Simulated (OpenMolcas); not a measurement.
# B, Al, Ga, In, Tl: ns² np down the group

```yaml
Program: OpenMolcas
Method: SS-CASPT2, IPEA 0.25 Eh, imaginary shift 0.1 Eh
Basis: ANO-RCC-VQZP
Scalar_Hamiltonian: DKH2, point nucleus
Spin-orbit_coupling: state interaction with AMFI integrals over the reference wave functions, term energies averaged over their components
```

Active space for each ion: 3 electrons in 4 orbitals (s p); closed shells correlated by CASPT2: B 1s; Al 2s 2p; Ga 3d; In 4d; Tl 5d.

Computed levels in cm-1 above ²P°_1/2:

```
                                Level     B   Al   Ga    In    Tl
                              ²P°_3/2  14.5  103  794  2110  7210
weight of ²P° in the lowest level (%)   100  100  100   100   100
```

Measured, with the error of the calculation in %. Measured levels: B, Al, Ga, In, Tl from NIST Handbook of Basic Atomic Spectroscopic Data.

| Level | B | Al | Ga | In | Tl |
| --- | --- | --- | --- | --- | --- |
| ²P°_3/2 | 15.3 (-5.0) | 112 (-8.2) | 826 (-3.9) | 2213 (-4.6) | 7793 (-7.4) |

The fine-structure level ²P°_3/2 changes by a factor of 497 from B to Tl.

Over all roots computed the reference weight is 0.92 to 0.98 in Al; the roots of lowest weight are the least certain, and an intruder state may touch them. Some high roots are left out of the spin-orbit mixing, which shifts the levels that they would mix with (holds for Ga; In; Tl). Measured partners are found by configuration, term and J. A level has none where our copy of the source lacks it or the pairing is in doubt (some pairs that miss far off the trend of their configuration count as doubtful), and it then counts in no deviation. Levels of configurations outside the active space are missing.

° marks odd parity.
